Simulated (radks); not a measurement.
Problem. Ionisation of the osmium ion Os15+, [Kr] 4d10 4f13 5s2, to [Kr] 4d10 4f12 5s2 as the strength of local exchange is varied. All-electron calculation, Dirac Kohn-Sham, Slater X-alpha exchange (alpha = 2/3 is LDA exchange), no correlation, spin-unpolarised, spherical densities, finite nucleus; open shells are shared between the two j in proportion to 2j + 1; Fermi nuclear charge, rms radius 5.4126 fm. Program: a radial shooting solver on a logarithmic mesh with Libxc functionals.

| alpha | E(Os15+) (hartree) | exchange (hartree) | IE (eV) | -e of the level emptied (eV) | <r> of it (bohr) |
|---|---|---|---|---|---|
| 0.652 | -17177.8221 | -305.4139 | 369.27 | 348.82 (4f7/2) | 0.5194 |
| 0.667 | -17184.8499 | -312.5635 | 370.37 | 349.89 (4f7/2) | 0.5187 |
| 0.695 | -17197.9758 | -325.9241 | 372.43 | 351.90 (4f7/2) | 0.5175 |
| 0.714 | -17206.8882 | -335.0012 | 373.83 | 353.26 (4f7/2) | 0.5166 |
| 0.753 | -17225.1959 | -353.6609 | 376.72 | 356.08 (4f7/2) | 0.5149 |
| 1.022 | -17351.9819 | -483.3822 | 397.05 | 375.90 (4f7/2) | 0.5035 |
| x | -17252.4574 | -381.4804 | 381.05 | 360.29 (4f7/2) | 0.5124 |

Which alpha was used in the last row?

Solution. alpha = 0.811. NIST Atomic Spectra Database: 367 +/- 19 eV (theoretical). The central value is not met in this range of alpha. Spin polarisation and multiplet splitting are left out, so open shells lie too high by an amount that depends on their filling. Sharing an open shell by 2j + 1 raises it above the true ground level by a part of the spin-orbit splitting, which enters the differences from NIST.

Beside tabulated values, note that spin-unpolarised runs miss the spin-polarisation part of the exchange energy of open shells.
